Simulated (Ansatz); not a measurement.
`O[SiH2]C([SiH3])Cl`, relaxed with RKS PBE-D4/def2-SVP in Ansatz 0.2.0 from a rough embedded geometry. The force threshold is 0.03 eV/Å; the program also tests the step.

The species carries charge 0 and has multiplicity 1.

Start:

```xyz
12

O    -0.034    1.082    2.429
Si    0.193    0.970    0.836
C    -0.445   -0.584    0.143
Si   -0.093   -0.611   -1.742
Cl    0.361   -1.978    0.882
H     0.478    0.380    3.010
H     1.636    1.104    0.555
H    -0.490    2.110    0.213
H    -1.572   -0.732    0.319
H    -0.604   -1.814   -2.334
H    -0.783    0.562   -2.344
H     1.354   -0.489   -1.969
```

(1) How much energy does the relaxation release, and in how many steps? (Estimate.)

(2) Which bonds change most? (An estimate is asked.)

(3) Give the relaxed structure. (Estimate.)

## Answers

(1) Ansatz gave: 43.44 kJ/mol, in 9 steps, 1 of them rejected.

(2) The calculation gave: Si2–C3 from 1.818 to 1.907 Å; O1–H6 from 1.045 to 0.977 Å; Si4–H10 from 1.435 to 1.502 Å; C3–Cl5 from 1.772 to 1.838 Å.

(3) Ansatz gave: 
```xyz
12

O     0.046    0.978    2.567
Si    0.236    1.108    0.906
C    -0.430   -0.472    0.072
Si   -0.096   -0.679   -1.790
Cl    0.373   -1.866    0.962
H     0.332    0.103    2.893
H     1.672    1.266    0.483
H    -0.574    2.292    0.468
H    -1.519   -0.567    0.272
H    -0.640   -1.995   -2.267
H    -0.781    0.446   -2.523
H     1.382   -0.615   -2.042
```
